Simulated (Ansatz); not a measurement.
Reaction (ligand exchange at a Ge–O bond): `[OH][GeH2][O][SiH3]` + NH₃ → `[NH2][GeH2][OH]` + silanol

Isolated molecules relaxed with PBE0-D4/def2-TZVP in Ansatz; ΔE leaves out vibrations. CBS: MP2 limit from def2 TZ/QZ plus the TZ coupled-cluster correction, frozen cores. This one scheme is used for every species. DFT in def2-TZVPP. B3LYP here is the variant with VWN-RPA as its local correlation; programs differ in this. For Ge outer-core shells are correlated without core-valence functions, which leaves a few kJ/mol of doubt a bond. Scalar relativity is left out up to krypton. Each species was taken in one conformer, which may not be the lowest.

| level | ΔE (kcal/mol) | difference from CCSD(T)/CBS |
| --- | --- | --- |
| r2SCAN-D4 | 12.0 | 0.1 |
| B3LYP-D4 | 12.6 | 0.7 |
| ωB97X-V | 12.1 | 0.2 |
| ωB97M-V | 11.9 | 0.0 |
| B2PLYP | 12.1 | 0.2 |
| PBE | 10.4 | -1.5 |
| r2SCAN | 11.8 | -0.1 |
| PBE0 | 10.6 | -1.3 |
| HF/def2-TZVPP | 13.2 | 1.3 |
| MP2/def2-TZVPP | 12.3 | 0.4 |
| SCS-MP2/def2-TZVPP | 12.7 | 0.8 |
| HF/def2-QZVPP | 13.5 | 1.6 |
| MP2/def2-QZVPP | 12.1 | 0.2 |
| SCS-MP2/def2-QZVPP | 12.5 | 0.6 |
| HF/CBS(def2) | 13.5 | 1.6 |
| CCSD/CBS(def2) | 11.8 | -0.1 |
| CCSD(T)/CBS | 11.9 | 0 |

Largest T1 diagnostic among the species: 0.012.

The D4 term adds +1.1 kcal/mol with B3LYP and +0.6 kcal/mol with PBE0; it sums over pairs of atoms, weighted by their polarisabilities, and B3LYP, whose exchange is more repulsive, gets the larger term. In def2-TZVPP, CCSD(T) changes the Hartree–Fock value by −0.8 kcal/mol (the triples alone add +0.1 kcal/mol) and MP2 by −0.9 kcal/mol.
